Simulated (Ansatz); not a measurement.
Cost and result for the atomization energy of C2H5BF2O, SMILES `B[C@@H](F)[C@H](O)F` (11 atoms, 10 bonds).

Cartesian coordinates in Å:
```
B -1.628 -0.025 0.085
C -0.281 -0.372 -0.627
F -0.261 -0.056 -1.980
C 0.939 0.263 0.012
O 1.151 -0.317 1.234
F 0.709 1.625 0.167
H -2.570 0.325 -0.555
H -1.700 -0.177 1.264
H -0.145 -1.463 -0.538
H 1.805 0.189 -0.658
H 1.980 0.008 1.597
```

The species carries charge 0 and has multiplicity 1. All single points use the PBE0-D4/def2-TZVP geometry. It is one conformer, not always the lowest. Program: Ansatz. All runs use 4 threads of an Arm Neoverse N1 on a shared host. Times are those of one run each, without the atoms' runs, and a repeat can differ threefold. Electronic energies, without spin–orbit coupling; frozen cores. CCSD(T)/CBS adds CCSD(T) − MP2 in def2-TZVPP to the MP2 limit, and its time is that of the two runs behind it. T1 = 0.012. B3LYP takes the VWN-RPA correlation (the form of Gaussian; ORCA's B3LYP/G).

CCSD(T)/CBS is a level of theory with its own doubt, some kJ/mol a heavy atom from the limit and from the frozen cores, so smaller differences don't rank the functionals.

```
                             level  functions  wall time  atomization (kJ/mol)  difference from CCSD(T)/CBS  per bond
   PBE-D4/def2-TZVPP (with forces)        256      4.1 s                4325.4                        135.2      13.5
                PBE0-D4/def2-TZVPP        256      4.6 s                4216.0                         25.8       2.6
 B3LYP-D4/def2-TZVPP (with forces)        256      7.5 s                4193.6                          3.4       0.3
r2SCAN-D4/def2-TZVPP (with forces)        256        8 s                4221.3                         31.1       3.1
                 B2PLYP/def2-TZVPP        256        9 s                4157.1                        -33.1      -3.3
                ωB97X-V/def2-TZVPP        256       13 s                4212.9                         22.7       2.3
  ωB97M-V/def2-TZVPP (with forces)        256       18 s                4219.0                         28.8       2.9
                    MP2/def2-QZVPP        492       39 s                4261.8                         71.6       7.2
                CCSD(T)/def2-TZVPP        256    6.8 min                4082.7                       -107.5     -10.8
                 CCSD(T)/CBS(def2)          –    7.4 min                4190.2                          0.0       0.0
```

In def2-TZVPP, CCSD(T) changes the Hartree–Fock value by +1067.0 kJ/mol (the triples alone add +67.1 kJ/mol) and MP2 by +1183.0 kJ/mol; breaking electron pairs costs correlation energy, which Hartree–Fock lacks. From PBE to PBE0 (25 % exact exchange), in def2-TZVPP and without D4, the atomization energy moves by −106.4 kJ/mol: exact exchange takes away binding that semilocal exchange gives to molecules. The D4 term adds +28.7 kJ/mol with B3LYP and +15.0 kJ/mol with PBE0; it sums over pairs of atoms, weighted by their polarisabilities, and B3LYP, whose exchange is more repulsive, gets the larger term.
